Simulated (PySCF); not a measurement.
Cl₆W, charge +1, doublet, at a GFN2-xTB geometry (such geometries of metal compounds can be far from the true shape) (the multiplicity is a formal guess) (core potentials on W), with bond 6-1 at 1.3 times its length; DF-B3LYP/def2-SVP run with PySCF.

Here is a job for PySCF.
```python
from pyscf import gto, scf, dft

mol = gto.M(
    atom='''
W    -0.09587042   -0.05254295    0.20143651
Cl    1.91016523    0.84070503   -1.06707541
Cl    0.86905186    0.19837681    2.14553329
Cl   -0.29585744    0.04403604   -2.32480006
Cl   -2.10446551   -0.87546033    0.45023518
Cl   -1.01308300    2.68965015    0.07324593
Cl    0.83984273   -2.03577753   -0.18356266
''',
    basis='def2-svp',
    ecp={'W': 'def2-svp'},
    charge=1,
    spin=1,
    verbose=4,
)

mf = dft.UKS(mol)
mf.xc = 'b3lyp'
mf.diis_space = 4
mf = mf.density_fit(auxbasis='def2-universal-jkfit')
mf.kernel()
mf.analyze()
```

Question: Predict the main parts of the log of this PySCF run.

Answer: 
```
PySCF version 2.14.0

[INPUT] verbose = 4
[INPUT] num. atoms = 7
[INPUT] num. electrons = 115
[INPUT] charge = 1
[INPUT] spin (= nelec alpha-beta = 2S) = 1
[INPUT] symmetry False subgroup None
[INPUT] Mole.unit = angstrom
[INPUT] Symbol           X                Y                Z      unit          X                Y                Z       unit  Magmom
[...]
nuclear repulsion = 956.167108165568
number of shells = 60
number of NR pGTOs = 273
number of NR cGTOs = 140
basis = def2-svp
ecp = {'W': 'def2-svp'}

******** <class 'pyscf.df.df_jk.DFUKS'> ********
method = DFUKS
initial guess = minao
damping factor = 0
level_shift factor = 0
DIIS = <class 'pyscf.scf.diis.CDIIS'>
diis_start_cycle = 1
diis_space = 4
diis_damp = 0
SCF conv_tol = 1e-09
SCF conv_tol_grad = None
SCF max_cycles = 50
direct_scf = False
number electrons alpha = 58  beta = 57
XC library pyscf.dft.libxc version 7.1.2
    S. Lehtola, C. Steigemann, M. J. T. Oliveira, and M. A. L. Marques,  SoftwareX 7, 1–5 (2018)
XC functionals = b3lyp
    P. J. Stephens, F. J. Devlin, C. F. Chabalowski, and M. J. Frisch,  J. Phys. Chem. 98, 11623 (1994)
radial grids:
    Treutler-Ahlrichs [JCP 102, 346 (1995); DOI:10.1063/1.469408] (M4) radial grids

becke partition: Becke, JCP 88, 2547 (1988); DOI:10.1063/1.454033
pruning grids: <function nwchem_prune>
grids dens level: 3
symmetrized grids: False
atomic radii adjust function: <function treutler_atomic_radii_adjust>
small_rho_cutoff = 0
Set gradient conv threshold to 3.16228e-05
tot grids = 137592
******** <class 'pyscf.df.df.DF'> ********
auxbasis = def2-universal-jkfit
init E= -2815.35649448636

cycle= 1 E= -2826.96743505228  delta_E= -11.6  |g|= 0.742  |ddm|= 5.34
cycle= 2 E= -2816.48843855325  delta_E= 10.5  |g|= 3.26  |ddm|= 4.11
cycle= 3 E= -2826.98680912655  delta_E= -10.5  |g|= 0.746  |ddm|=  3.7
cycle= 4 E= -2824.50241449784  delta_E= 2.48  |g|= 1.91  |ddm|= 2.53
cycle= 5 E= -2827.30596813442  delta_E= -2.8  |g|= 0.135  |ddm|=    2
cycle= 6 E= -2827.30842320898  delta_E= -0.00246  |g|= 0.111  |ddm|= 0.244
cycle= 7 E= -2827.31769288373  delta_E= -0.00927  |g|= 0.0283  |ddm|= 0.202
cycle= 8 E= -2827.31496685903  delta_E= 0.00273  |g|= 0.075  |ddm|= 0.107
cycle= 9 E= -2827.31789550664  delta_E= -0.00293  |g|= 0.0206  |ddm|= 0.075
cycle= 10 E= -2827.31813383955  delta_E= -0.000238  |g|= 0.00675  |ddm|= 0.031
cycle= 11 E= -2827.31815053423  delta_E= -1.67e-05  |g|= 0.00429  |ddm|= 0.0116
[...]
SCF not converged.
Total Energy =                       -2827.318185534624718
[...]
spin_pop of  3 Cl 3pz       0.03362
spin_pop of  3 Cl 4px       0.00037
spin_pop of  3 Cl 4py       0.00034
spin_pop of  3 Cl 4pz      -0.00003
spin_pop of  3 Cl 3dxy      0.00013
spin_pop of  3 Cl 3dyz      0.00001
spin_pop of  3 Cl 3dz^2     0.00011
spin_pop of  3 Cl 3dxz     -0.00039
spin_pop of  3 Cl 3dx2-y2    0.00007
spin_pop of  4 Cl 1s        0.00000
spin_pop of  4 Cl 2s        0.00000
spin_pop of  4 Cl 3s       -0.00003
spin_pop of  4 Cl 4s        0.00024
spin_pop of  4 Cl 2px       0.00000
spin_pop of  4 Cl 2py       0.00000
spin_pop of  4 Cl 2pz      -0.00000
spin_pop of  4 Cl 3px      -0.00091
spin_pop of  4 Cl 3py       0.00127
spin_pop of  4 Cl 3pz      -0.00384
spin_pop of  4 Cl 4px       0.00001
spin_pop of  4 Cl 4py       0.00024
spin_pop of  4 Cl 4pz      -0.00014
spin_pop of  4 Cl 3dxy      0.00008
spin_pop of  4 Cl 3dyz      0.00003
spin_pop of  4 Cl 3dz^2    -0.00001
spin_pop of  4 Cl 3dxz      0.00002
spin_pop of  4 Cl 3dx2-y2    0.00006
spin_pop of  5 Cl 1s        0.00000
spin_pop of  5 Cl 2s        0.00000
spin_pop of  5 Cl 3s       -0.00011
spin_pop of  5 Cl 4s        0.00007
spin_pop of  5 Cl 2px      -0.00000
spin_pop of  5 Cl 2py      -0.00000
spin_pop of  5 Cl 2pz      -0.00000
spin_pop of  5 Cl 3px      -0.02195
spin_pop of  5 Cl 3py      -0.00866
spin_pop of  5 Cl 3pz      -0.02848
spin_pop of  5 Cl 4px       0.00009
spin_pop of  5 Cl 4py       0.00004
spin_pop of  5 Cl 4pz       0.00010
spin_pop of  5 Cl 3dxy      0.00007
spin_pop of  5 Cl 3dyz      0.00009
spin_pop of  5 Cl 3dz^2     0.00002
spin_pop of  5 Cl 3dxz      0.00000
spin_pop of  5 Cl 3dx2-y2    0.00001
spin_pop of  6 Cl 1s       -0.00000
spin_pop of  6 Cl 2s        0.00000
spin_pop of  6 Cl 3s       -0.00007
spin_pop of  6 Cl 4s       -0.00012
spin_pop of  6 Cl 2px      -0.00000
spin_pop of  6 Cl 2py      -0.00000
spin_pop of  6 Cl 2pz       0.00000
spin_pop of  6 Cl 3px      -0.00112
spin_pop of  6 Cl 3py      -0.00095
spin_pop of  6 Cl 3pz      -0.00019
spin_pop of  6 Cl 4px       0.00006
spin_pop of  6 Cl 4py      -0.00001
spin_pop of  6 Cl 4pz       0.00014
spin_pop of  6 Cl 3dxy     -0.00000
spin_pop of  6 Cl 3dyz      0.00005
spin_pop of  6 Cl 3dz^2     0.00001
spin_pop of  6 Cl 3dxz      0.00002
spin_pop of  6 Cl 3dx2-y2    0.00005
In total            58.00000 | 57.00000

WARN: System has nonzero charge 1; the dipole moment is origin-dependent.
Location of origin: [0. 0. 0.]

Dipole moment(X, Y, Z, Debye):  0.21223, -2.52980,  1.23141
```

The run did not converge; its last values are not results.
